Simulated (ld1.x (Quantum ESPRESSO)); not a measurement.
fluorine: excitation energies, all-electron against TM

```
Element                 : fluorine (F)
Generator               : ld1.x (Quantum ESPRESSO) 7.5
Type                    : norm-conserving Troullier–Martins (Kleinman–Bylander form)
Functional              : PBE
Relativity              : scalar-relativistic
Frozen core             : [He]
Valence charge          : 7
Reference configuration : 2s1 2p6
Partial waves           : 2s (bound): rc 0.75 bohr; 2p (bound): rc 0.85 bohr
Local potential         : all-electron potential smoothed inside 0.65 bohr (lloc = -1)
Core correction         : Bessel-smoothed model core, default radius (core density twice the valence density)
```

Energies are relative to the spin-unpolarised reference configuration 2s1 2p6; without spin polarisation the order of configurations can differ from experiment.

| valence configuration | charge | ΔE all-electron (eV) | error AE − PS (meV) |
| --- | --- | --- | --- |
| 2s2 2p5 | 0 | -18.814 | +10 |
| 2s2 2p4 | +1 | 0.577 | +16 |
| 2s2 2p3 | +2 | 38.961 | +40 |
| 2s1 2p5 | +1 | 19.679 | -1.3 |
| 2s2 2p2 | +3 | 99.599 | +123 |
| 2s2 2p5.3 | -0.3 | -21.483 | +9.5 |
| 2s2 2p4.5 | +0.5 | -11.270 | +12 |

Levels in the configuration 2s2 2p5.3:

```csv
level,all-electron (eV),pseudo (eV)
2s,-25.405,-25.421
2p,-6.759,-6.756
```
